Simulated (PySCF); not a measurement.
**Core-level binding energies of `F[C@H]1CCCCO1`**

C5H9FO.
Z-matrix (Å and degrees, PBE0-D3(BJ)/def2-SVP geometry), rows numbered from 1:
```
F 
C   1  1.3847
C   2  1.5181  1  108.13
C   3  1.5237  2  110.74  1    69.04
C   4  1.5249  3  109.57  2    51.55
C   5  1.5181  4  110.08  3   -53.04
O   2  1.3736  1  109.67  3   124.01
H   2  1.1020  1  107.14  3  -121.10
H   3  1.1004  2  108.91  1   -54.34
H   3  1.1027  2  107.45  1  -170.45
H   4  1.1009  3  110.59  2   174.42
H   4  1.1030  3  109.06  2   -68.38
H   5  1.1039  4  109.77  3    66.92
H   5  1.1018  4  111.31  3  -174.71
H   6  1.0989  5  111.66  4   172.93
H   6  1.1049  5  110.32  4   -67.19
```

Computed with PySCF 2.14.0, delta-SCF UKS SCAN, pcX-2 on the ionised atom, pcseg-1 elsewhere, spin-free X2C. Vertical ΔSCF values, vacuum level as zero.

Question: What binding energy does each computed site have?

Answer: 
| atom(s) | environment | level | binding energy (eV) | above the level's lowest (eV) | count |
| --- | --- | --- | --- | --- | --- |
| F1 | alkyl fluorine | F 1s | 692.09 | 0.00 | 1 |
| C2 | sp3 C–F carbon | C 1s | 294.21 | +3.42 | 1 |
| C3 | ring CH2 carbon | C 1s | 290.85 | +0.06 | 1 |
| C4 | ring CH2 carbon | C 1s | 290.81 | +0.02 | 1 |
| C5 | ring CH2 carbon | C 1s | 290.79 | 0.00 | 1 |
| C6 | sp3 carbon bound to oxygen | C 1s | 292.12 | +1.33 | 1 |
| O7 | cyclic ether oxygen | O 1s | 538.62 | 0.00 | 1 |

Lowest listed C 1s: C5, bonded to 2 C and 2 H. Highest, 3.42 eV above it: C2, bonded to F, O, C and H. The widest gap between neighbouring values is 2.09 eV, between 292.12 and 294.21 eV. Summing the Pauling electronegativity differences to the bonded atoms, each weighted by its formal bond order, gives -0.70 for the lowest site and +1.97 for the highest; no listed site has a larger sum than the highest. The values 290.79, 290.81 and 290.85 eV lie too close for their order to be trusted.

Question: Which effective nuclear charge Zeff reproduces each element's mean 1s value in the hydrogen-like formula E = 13.606 eV × Zeff²?

Answer: C (Z = 6): mean 291.8 eV, Zeff = 4.63, Z − Zeff = 1.37; O (Z = 8): mean 538.6 eV, Zeff = 6.29, Z − Zeff = 1.71; F (Z = 9): mean 692.1 eV, Zeff = 7.13, Z − Zeff = 1.87. Means run over the listed sites, weighted by atom count.

One conformer (not necessarily the lowest) at the PBE0-D3(BJ)/def2-SVP geometry, without solvent, vibrations or thermal averaging.
